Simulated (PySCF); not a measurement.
Basis-set dependence of excited states

BrGeH₅OSi.
Atom-mapped SMILES: `[GeH3:1][O:2][SiH2:3][Br:4]` (hydrogens: H5, H6, H7 on Ge1; H8, H9 on Si3)

TDDFT with PBE0 (PySCF), vertical singlets, core orbitals frozen in the response, spherical d and f functions. Geometry: PBE0-D3(BJ)/def2-SVP, one conformer, isolated molecule. The PBE0/6-31G* calculation is non-relativistic and has no spin–orbit coupling, an omission that weighs most on bromine and germanium.

```
      basis  functions  diffuse  S1 (eV)  S2 (eV)  S3 (eV)  S4 (eV)  S5 (eV)  LUMO (eV)  α (au)
     6-31G*        106       no     6.79     7.16     7.23     7.25     7.48      -0.16    62.6
   def2-SVP        121       no     6.93     7.33     7.39     7.42     7.65       0.01    65.8
  def2-SVPD        166      yes     6.67     6.89     7.13     7.19     7.26      -0.41    80.5
aug-cc-pVDZ        167      yes     6.50     6.77     6.96     7.02     7.13      -0.59    80.8
  def2-TZVP        194       no     6.73     7.09     7.22     7.25     7.44      -0.27    75.5
 def2-TZVPD        239      yes     6.58     6.87     7.05     7.10     7.22      -0.51    81.1
```

Question: Compare the sets with the largest diffuse one.

Answer: States are compared by their number. Against the largest diffuse basis here (def2-TZVPD, itself not a converged limit), sets without diffuse functions differ by up to 0.35 eV in S1 and 0.43 eV in S5; the smaller diffuse sets differ by up to 0.08 and 0.09 eV. State by state, the largest deviation of a set without diffuse functions is S1 0.35, S2 0.46, S3 0.34, S4 0.32, S5 0.43 eV. The same number needn't mean the same state in each row. Against def2-TZVPD the polarisability deviates by -23% in 6-31G*, -19% in def2-SVP, -1% in def2-SVPD, 0% in aug-cc-pVDZ, -7% in def2-TZVP.

Without π bonds the low states are Rydberg-like; a valence basis with one diffuse set may place them up to an eV too high.
